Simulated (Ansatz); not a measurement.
**SiCl4 (silicon tetrachloride): the energy, rung by rung**

SiCl4 has 5 atoms, charge 0, and is taken as a singlet. SMILES: `Cl[Si](Cl)(Cl)Cl`. Geometry: optimised at wB97X-V/def2-SVP.

```xyz
5

Cl   -0.9678   -0.0880    1.7718
Si    0.0100   -0.0147   -0.0083
Cl    1.6642   -1.1922    0.0785
Cl   -1.2187   -0.6805   -1.4840
Cl    0.5622    1.9016   -0.3996
```

Each level gives the dissociation energy of the Si2–Cl1 bond into doublet SiCl3 and doublet Cl (shapes relaxed at wB97X-V/def2-SVP, no zero-point term) (eV). The values are calculated.

```
           level                    kind  program  value (eV)  less CCSD(T)/def2-SVP  CPU time (all runs)
     HF/def2-SVP            Hartree–Fock   Ansatz        3.53                  -0.91                2.1 s
  SVWN5/def2-SVP                     LDA   Ansatz        5.28                  +0.84                1.8 s
  B3LYP/def2-SVP           global hybrid   Ansatz        4.38                  -0.06                5.1 s
PBE0-D4/def2-SVP           global hybrid   Ansatz        4.67                  +0.23                5.1 s
wB97M-V/def2-SVP  range-separated hybrid   Ansatz        4.89                  +0.45                 19 s
 B2PLYP/def2-SVP           double hybrid   Ansatz        4.49                  +0.05                  7 s
RPA@PBE/def2-SVP                     RPA   Ansatz        3.99                  -0.45                5.2 s
    MP2/def2-SVP     perturbation theory   Ansatz        4.63                  +0.19                2.5 s
CCSD(T)/def2-SVP   coupled cluster or CI   Ansatz        4.44                   0.00                6.8 s
```

CCSD(T)/def2-SVP is the highest level here, not the true value. The values span 3.53 to 5.28 eV. Hartree–Fock misses the correlation of the electron pair that is broken and comes out low. Measured bond enthalpies also hold zero-point and thermal terms, a few tenths of an eV less. CPU times are rough (shared hosts, several kinds of processor): they show what a rung costs within a factor of a few.
